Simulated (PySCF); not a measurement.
## How methods differ on the excitation energy of Si

Si [Ne] 3s2 3p2 (3P) → Si [Ne] 3s2 3p1 4s1 (3P), as a difference of total energies. All numbers are calculated (PySCF 2.14, the spin-free X2C one-electron Hamiltonian (Gaussian nucleus), in aug-cc-pVQZ-DK (7s6p4d3f2g, 84 functions)). Correlated levels: valence: [Ne] frozen. The calculations carry no spin-orbit coupling.

| method | excitation energy (eV) |
| --- | --- |
| UHF | 4.742 |
| PBE | 4.884 |
| PBE0 | 4.964 |
| r2SCAN | 5.168 |
| wB97X-V | 5.025 |
| TPSS | 5.027 |
| revPBE | 4.895 |
| MP2 (valence) | 4.974 |
| SCS-MP2 (valence) | 4.937 |

Task: Estimate what CAM-B3LYP gives.

Result: 4.962 eV, closest to PBE0 among the rows shown.

Task: Estimate what LDA gives.

Result: 4.876 eV, closest to PBE among the rows shown.

The promoted electron is Rydberg-like, and one or two diffuse shells describe it only roughly, which tends to raise the upper state.
